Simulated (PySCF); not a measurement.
HNSi, SMILES [NH+]#[Si-]. Heavy atoms are numbered as in [NH+:2]#[Si-:3]. Hydrogens are named by the atom that carries them.

Geometry optimised at PBE0-D3(BJ)/def2-TZVPD.

Level of theory: PBE/pcSseg-2 (PySCF).

GIAO shieldings, no solvent; atoms alike by connectivity are averaged. δ = σ(ref) − σ: ¹H against TMS (σ = 31.47 ppm); ¹⁵N against NH3 (σ = 262.8 ppm); ²⁹Si against TMS (σ = 324.1 ppm), references at their B3LYP-D3(BJ)/def2-TZVP geometries, non-relativistic.

Computed chemical shifts:
| nucleus | atoms | count | δ (ppm) |
|---|---|---|---|
| ¹H | H on N2 | 1 | 2.21 |
| ¹⁵N | N2 (NH) | 1 | 201.9 |
| ²⁹Si | Si3 | 1 | -76.0 |
